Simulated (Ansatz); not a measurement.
`[SiH3]B[SiH2]Cl` + `C[SeH]` → `C[Se]B[SiH3]` + `[SiH3]Cl` at 298.15 K and 1 bar (cleavage of the B–Si bond).

Calculated with Ansatz (gas phase, PBE0-D4/def2-TZVP geometries, no zero-point term in ΔE). CCSD(T)/CBS adds triple-zeta CCSD(T) − MP2 to the extrapolated MP2 energy (def2 sets, frozen cores). This one scheme is used for every species. For Se outer-core shells are correlated without core-valence functions, which leaves a few kJ/mol of doubt a bond. Scalar relativity is left out up to krypton. Each species was taken in one conformer, which may not be the lowest.

| species | CCSD(T)/CBS energy (Eh) | H − E (kJ/mol) | S (J/(mol·K)) |
| --- | --- | --- | --- |
| `[SiH3]B[SiH2]Cl` | -1066.33624 | 166.4 | 373.8 |
| `C[SeH]` | -2441.15625 | 129.5 | 267.5 |
| `C[Se]B[SiH3]` | -2756.84434 | 219.1 | 363.8 |
| `[SiH3]Cl` | -750.69636 | 80.1 | 250.8 |

H − E and S are ideal-gas, rigid-rotor, harmonic terms from PBE0-D4/def2-TZVP, for one conformer and one mirror image of each species. 1 Eh = 2625.50 kJ/mol, R = 8.31446 J/(mol·K).

By hand: ΔE, ΔH, ΔS and ΔG.

ΔE = (-2756.84434) + (-750.69636) − (-1066.33624) − (-2441.15625) = -0.04821 Eh = -126.6 kJ/mol. Δ(H − E) = 219.1 + 80.1 − 166.4 − 129.5 = 3.3, so ΔH = -123.3 kJ/mol. ΔS = 363.8 + 250.8 − 373.8 − 267.5 = -26.7 J/(mol·K). ΔG = -123.3 − 298.15 × (-26.7)/1000 = -115.3 kJ/mol.

By hand: the equilibrium constant, and the temperature at which ΔG would vanish if ΔH and ΔS stayed fixed.

log₁₀ K = −ΔG/(RT ln 10) = 20.2. ΔG = 0 at ΔH/ΔS = 4618 K, far beyond where these terms or the molecules hold.

ΔH outweighs TΔS. A doubt of 5 kJ/mol in ΔE shifts log₁₀ K by 0.9 here. Other conformers and mirror images would add mixing entropy, several J/(mol·K) or more a flexible species. Modes under 60 cm⁻¹, often nearly free rotors, make the harmonic entropy too high. These are equilibria of isolated gas molecules and say nothing of rates. Largest T1 diagnostic: 0.014 (customary marks: 0.02 for closed shells, 0.045 for open ones).
